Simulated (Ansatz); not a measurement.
A nudged elastic band was laid between two geometries of BF2HO + H2 (7 atoms, charge 0, multiplicity 1).

Level of theory: Ansatz, RKS CAM-B3LYP-D4/def2-mTZVP.

```yaml
movable_images: 7
climbing_image: yes
spring: 5.0 eV/Å²
optimiser: quadratic models (default)
start_path: through a guess of the saddle point
force_threshold: 0.05 eV/Å
iteration_limit: 60
end_points: relaxed
```

Image 0:

```xyz
7
Properties=species:S:1:pos:R:3
B -0.052 -0.456 0.152
O -0.053 -0.732 1.467
H -0.928 -0.725 1.874
F 1.089 -0.435 -0.509
F -1.172 -0.207 -0.519
H 0.008 2.566 0.626
H 0.320 2.270 1.234
```

Image 8:

```xyz
7
Properties=species:S:1:pos:R:3
B 0.131 0.535 -0.079
O -0.232 0.398 1.670
H 0.098 -0.472 1.947
F 0.789 -0.642 -0.255
F -1.139 0.556 -0.564
H 0.764 1.540 -0.139
H -1.200 0.366 1.746
```

(1) What changes between the two ends?

(2) Give the energies along the band, and the barrier.

(3) What is the geometry of the highest image?

Results:

(1) Bonds broken: H6–H7. Bonds formed: B1–H6, O2–H7. BF2HO + H2 becomes BF2H3O.

(2) The forces met the threshold. The highest image is number 3 of 0 to 8, 2.19 eV above the first end and 1.42 eV above the last; the last end lies 0.78 eV above the first. Neighbouring images differ by up to 1.7 eV, so the band resolves the path poorly. A vibrational analysis at the climbing image gives one clearly imaginary mode, 1601i cm⁻¹: a first-order saddle point. The orbitals stay closed-shell, which can raise the energy where a bond breaks towards radicals; this wasn't checked here.

```
image  path coordinate (Å)  energy (eV)  H6–H7 (Å)  B1–H6 (Å)  O2–H7 (Å)
    0                 0.00         0.00       0.74       3.06       3.03
    1                 0.67         0.05       0.74       2.52       2.52
    2                 1.33         0.54       0.75       1.96       1.91
    3                 2.00         2.19       1.04       1.39       1.25
    4                 2.59         1.10       1.72       1.22       0.98
    5                 3.19         0.83       2.36       1.20       0.97
    6                 3.79         0.81       2.52       1.19       0.97
    7                 4.38         0.79       2.76       1.19       0.97
    8                 4.98         0.78       2.96       1.19       0.97
```

(3) 
```xyz
7
Properties=species:S:1:pos:R:3
B 0.010 0.233 0.121
O 0.012 -0.101 1.612
H -0.869 -0.384 1.902
F 1.130 -0.143 -0.502
F -1.174 -0.032 -0.465
H 0.084 1.598 0.368
H 0.018 1.109 1.289
```

The run took 2.5 min on 2 threads of Arm Neoverse V1 (shared host), peak memory 0.2 GiB.
